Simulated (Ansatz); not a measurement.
`OC1=C[SiH]1Cl` + H₂ → `Cl[SiH]1C=C1` + H₂O  (hydrogenolysis of a C–O bond)

Calculated with Ansatz (gas phase, PBE0-D4/def2-TZVP geometries, no zero-point term in ΔE). CCSD(T)/CBS is the MP2 limit (def2-TZVPP, def2-QZVPP) plus CCSD(T) − MP2 in def2-TZVPP, frozen cores. This one scheme is used for every species. Functionals use def2-TZVPP. B3LYP here is the variant with VWN-RPA as its local correlation; programs differ in this. HSE06 is defined as in plane-wave codes. One conformer a species, not always the lowest.

`OC1=C[SiH]1Cl`:

Z-matrix (Å, degrees):
```
Si
Cl 1 2.051
C 1 1.787 2 122.7
C 1 1.790 2 122.8 3 -53.2
H 1 1.476 2 105.9 3 153.1
O 3 1.328 1 153.7 2 72.6
H 4 1.083 1 155.4 2 -72.2
H 6 0.966 3 109.5 1 -175.8
```

H₂:

Z-matrix (Å, degrees):
```
H
H 1 0.746
```

`Cl[SiH]1C=C1`:

```xyz
7

Cl    0.784    0.989    2.268
Si   -0.284    0.603    0.563
C     0.484   -0.040   -0.917
C    -0.217   -0.980   -0.265
H    -1.459    1.491    0.579
H     1.095   -0.027   -1.811
H    -0.404   -2.036   -0.416
```

H₂O:

Z-matrix (Å, degrees):
```
O
H 1 0.960
H 1 0.960 2 105.1
```

Question: Is it downhill or uphill in electronic energy at CCSD(T)/CBS, and by how much? (Best estimate.)

Answer: The calculation gave: Downhill: ΔE = -77.7 kJ/mol.

Question: What do these levels give: HSE06-D4, B3LYP, r2SCAN0, HSE06, HF/def2-SVP, SCS-MP2/def2-TZVPP? (Best estimate.)

Answer: Ansatz gave: HSE06-D4 -61.3, B3LYP -66.6, r2SCAN0 -65.3, HSE06 -63.6, HF/def2-SVP -76.4, SCS-MP2/def2-TZVPP -73.7 kJ/mol.

Largest T1 diagnostic among the species: 0.012.

At CCSD(T), def2-SVP lies +19.1 kJ/mol from the extrapolated value and def2-TZVPP +4.5 kJ/mol. In def2-TZVPP, CCSD(T) changes the Hartree–Fock value by +12.3 kJ/mol (the triples alone add +5.0 kJ/mol) and MP2 by +13.8 kJ/mol. From BLYP to BHLYP (50 % exact exchange), in def2-TZVPP and without D4, ΔE moves by −14.9 kJ/mol.
